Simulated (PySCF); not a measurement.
6H-1,3-oxazine (C₄H₅NO), SMILES C1=CN=COC1.

Geometry optimised at B3LYP-D3(BJ)/def2-SVP. A frequency run showed that this geometry is not a minimum. The values are those of a single conformer.

All values below come from PySCF with PBE/def2-TZVP.

Symmetry labels are those of the subgroup Cs that the program uses (full group Cs).

Computed valence orbital energies around the gap with their symmetry:
```tsv
orbital	symmetry	energy (eV)
HOMO−7	A'	-11.54
HOMO−6	A'	-10.54
HOMO−5	A'	-10.13
HOMO−4	A"	-9.48
HOMO−3	A'	-8.25
HOMO−2	A"	-8.11
HOMO−1	A'	-6.24
HOMO	A"	-5.37
LUMO	A"	-1.92
LUMO+1	A'	0.53
LUMO+2	A"	0.79
LUMO+3	A'	1.13
```
